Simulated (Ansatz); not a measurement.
## A ladder of methods for AlClF2 (SMILES [F][Al]([F])[Cl])

AlClF2 has 4 atoms, charge 0, and is taken as a singlet. SMILES: `[F][Al]([F])[Cl]`. The coordinates come from a PBE0-D4/def2-TZVP relaxation.

```xyz
4

F     0.9972    0.7218    1.1496
Al    0.0693   -0.0508    0.0536
F     0.2735   -1.6538   -0.1647
Cl   -1.3400    0.9828   -1.0386
```

Quantity: the energy change with the Al2–Cl4 bond stretched from 2.061 to 4.122 Å, in eV. The values are calculated.

```
                       level                    kind  program  value (eV)  less FCI/STO-3G  CPU time (all runs)
  revPBE/STO-3G (restricted)                     GGA   Ansatz        4.88            -0.87                  3 s
  r2SCAN/STO-3G (restricted)                meta-GGA   Ansatz        5.35            -0.40                7.8 s
 r2SCAN0/STO-3G (restricted)         hybrid meta-GGA   Ansatz        6.02            +0.27                8.6 s
 wB97M-V/STO-3G (restricted)  range-separated hybrid   Ansatz        6.41            +0.66                 46 s
    CCSD/STO-3G (restricted)   coupled cluster or CI   Ansatz        5.97            +0.22               0.56 s
CCSDT(Q)/STO-3G (restricted)   coupled cluster or CI   Ansatz        5.77            +0.02                1.7 s
  CCSDTQ/STO-3G (restricted)   coupled cluster or CI   Ansatz        5.75             0.00                 81 s
                  FCI/STO-3G      exact in the basis   Ansatz        5.75             0.00                 36 s
```

FCI/STO-3G is exact within its basis and frozen core, so for wave-function methods in that basis the difference is their error; functionals converge differently with the basis, so for them it is only a difference. The first shape isn't each level's own minimum. The values span 4.88 to 6.41 eV. All rows use very small basis sets, so none should be taken for the real molecule's value. CPU times are rough (shared hosts, several kinds of processor and program).
